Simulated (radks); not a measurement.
Question: Radial electron density D(r) = 4 pi r^2 rho(r) of an atom or ion with 29 electrons. Calculated with a radial shooting solver on a logarithmic mesh with Libxc functionals: Dirac Kohn-Sham, PBE, spin-unpolarised, spherical densities, finite nucleus; Fermi nuclear charge, rms radius of each element as measured or else 0.836 A^(1/3) + 0.57 fm.

r (bohr),D(r) (e/bohr)
0.001614,0.7169
0.002119,1.180
0.002781,1.924
0.00365,3.097
0.004791,4.902
0.006289,7.589
0.008189,11.28
0.01075,16.36
0.01411,22.60
0.01852,29.30
0.02431,35.06
0.0319,38.00
0.04188,36.92
0.05497,33.04
0.07215,30.55
0.0947,33.70
0.1233,40.72
0.1619,43.64
0.2125,35.93
0.2789,24.38
0.366,21.40
0.4805,25.78
0.6306,25.26
0.8278,16.92
1.087,8.026
1.426,3.072
1.872,1.221
2.438,0.6001
3.199,0.2658
4.2,0.07412
5.512,0.009708
7.235,0.0004535

What is the nuclear charge?

Answer: Z = 31. The innermost maximum, from 1s, lies near gamma/Z bohr with gamma = sqrt(1 - (Z/c)^2) = 0.974, here 0.0314 bohr (found: 0.0340), and its height grows with Z. The density is that of the gallium ion Ga2+ in [Ar] 3d10 4p1; the configuration itself is not fixed sharply by these data, and Z only to about a unit. D(r) has 3 maxima, at r = 0.0340, 0.153, 0.546 bohr, and minima at 0.0721, 0.341 bohr, inside which lie 2.09, 10.91 electrons.
